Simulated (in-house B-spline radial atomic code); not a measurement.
Orbital energies and mean radii along the 1-electron series, configuration 1s1. The effective charge is n√(-2ε), a non-relativistic measure. Computed with a B-spline radial code for spherical atoms: non-relativistic Hartree-Fock, average of the configuration, point nuclei.

```
  ion   Z  energy of 1s (Eh)  mean radius of 1s (bohr)  effective charge of 1s
  N6+   7              -24.5                   0.21429                       7
  O7+   8                  ?                         ?                       ?
  F8+   9              -40.5                   0.16667                       9
 Ne9+  10                -50                      0.15                      10
Mg11+  12                -72                     0.125                      12
Al12+  13              -84.5                   0.11538                      13
Si13+  14                -98                   0.10714                      14
 P14+  15             -112.5                       0.1                      15
 S15+  16               -128                   0.09375                      16
Cl16+  17             -144.5                  0.088235                      17
Ar17+  18               -162                  0.083333                      18
 K18+  19             -180.5                  0.078947                      19
Ca19+  20               -200                     0.075                      20
Sc20+  21             -220.5                  0.071429                      21
Ti21+  22                  ?                         ?                       ?
 V22+  23             -264.5                  0.065217                      23
Cr23+  24                  ?                         ?                       ?
Mn24+  25             -312.5                      0.06                      25
Fe25+  26               -338                  0.057692                      26
Co26+  27             -364.5                  0.055556                      27
```

Fill in the row of O7+.

energy of 1s (Eh): -32; mean radius of 1s (bohr): 0.1875; effective charge of 1s: 8.

Fill in the row of Ti21+.

energy of 1s (Eh): -242; mean radius of 1s (bohr): 0.068182; effective charge of 1s: 22.

Fill in the row of Cr23+.

energy of 1s (Eh): -288; mean radius of 1s (bohr): 0.0625; effective charge of 1s: 24.

How does the screening of 1s change?

Z less the effective charge goes from 0.00 at Z = 7 to 0.00 at Z = 27.
